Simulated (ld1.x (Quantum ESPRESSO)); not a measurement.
# Logarithmic derivatives: Sn (Z = 50), TM

- Element: tin
- Generator: ld1.x (Quantum ESPRESSO) 7.5
- Type: norm-conserving Troullier–Martins (Kleinman–Bylander form)
- Functional: LDA (PZ)
- Relativity: scalar-relativistic
- Frozen core: [Kr]
- Valence charge: 14
- Reference configuration: 4d10 5s2 5p2
- Partial waves: 5s (bound): rc 1.50 bohr; 5p (bound): rc 1.85 bohr; 4d (bound): rc 1.60 bohr
- Local potential: all-electron potential smoothed inside 1.25 bohr (lloc = -2)
- Core correction: a·sin(br)/r model core, default radius (core density twice the valence density)

The phase is arctan(r·u′/u) with u = r·R(r), unwrapped; energies in Ry, scanned from -4 to 5 Ry. A pole is an energy at which the radial function vanishes at the test radius. The pseudo phase is shifted by a multiple of π to meet the all-electron one at the reference energy, and phase errors are pseudo minus all-electron; the curves can meet again beyond the range given. Levels narrower than the energy grid can be missing from the lists of poles.

```json
{"channel": "s", "radius (bohr)": "2.00", "reference energy (Ry)": "-0.79", "poles, all-electron": "3.74", "poles, pseudo": "-3.10, 4.06", "unbroken range about the reference energy with phases within 0.05 rad": "above -2.4", "phase error 1 Ry above the reference energy (rad)": "+0.014"}
{"channel": "p", "radius (bohr)": "2.00", "reference energy (Ry)": "-0.28", "poles, all-electron": "none", "poles, pseudo": "0.64", "unbroken range about the reference energy with phases within 0.05 rad": "below 0.1", "phase error 1 Ry above the reference energy (rad)": "-1.778"}
{"channel": "d", "radius (bohr)": "2.00", "reference energy (Ry)": "-1.90", "poles, all-electron": "-1.49", "poles, pseudo": "-1.49", "unbroken range about the reference energy with phases within 0.05 rad": "below 2.7", "phase error 1 Ry above the reference energy (rad)": "+0.001"}
```

Note: ghost state, extra bound levels that the all-electron valence spectrum of the same l lacks: s at -42.9 eV. A true bound ghost makes a file unfit for plane-wave use.

Phases in the s channel:

```tsv
E (Ry)	all-electron	pseudo
-4.00	1.238	4.329
-3.76	1.220	4.290
-3.52	1.200	4.219
-3.28	1.176	3.894
-3.04	1.148	1.402
-2.80	1.114	1.212
-2.56	1.074	1.133
-2.32	1.023	1.064
-2.08	0.959	0.989
-1.84	0.876	0.898
-1.60	0.765	0.780
-1.36	0.615	0.624
-1.12	0.409	0.412
-0.88	0.140	0.140
-0.64	-0.174	-0.173
-0.40	-0.479	-0.474
-0.16	-0.730	-0.721
0.08	-0.919	-0.906
0.32	-1.057	-1.042
0.56	-1.159	-1.143
0.80	-1.236	-1.220
1.04	-1.297	-1.280
1.28	-1.345	-1.329
1.52	-1.384	-1.368
1.76	-1.417	-1.401
2.00	-1.445	-1.429
2.24	-1.469	-1.453
2.48	-1.490	-1.474
2.72	-1.508	-1.493
2.96	-1.525	-1.509
3.20	-1.540	-1.525
3.44	-1.554	-1.539
3.68	-1.568	-1.552
3.92	-1.580	-1.564
4.16	-1.591	-1.575
4.40	-1.603	-1.586
4.64	-1.613	-1.597
4.88	-1.624	-1.607
```
